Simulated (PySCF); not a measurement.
boroxine cation (B3H3O3), SMILES O1BOBOB1 (connectivity only; charge and spin as stated), charge +1, multiplicity 2.

Coordinates come from a B3LYP-D3(BJ)/def2-SVP optimisation. The multiplicity is an assumed one; no other spin state was optimised.

Two levels are set side by side: PBE/def2-TZVP (PySCF) and PBE0/def2-TZVP (PySCF). Same geometry, gas phase. Differences are taken from unrounded values.

```
quantity                     PBE0   PBE  PBE minus PBE0
---------------------------  ----  ----  --------------
α-spin orbital gap (eV)      9.46  6.65           -2.81
β-spin orbital gap (eV)      2.75  0.58           -2.17
mean polarisability (bohr³)  57.7  56.0            -1.7
```

Rough cost on one machine, each run with all the roots and properties that it gave: PBE0 against PBE within a factor of 2.
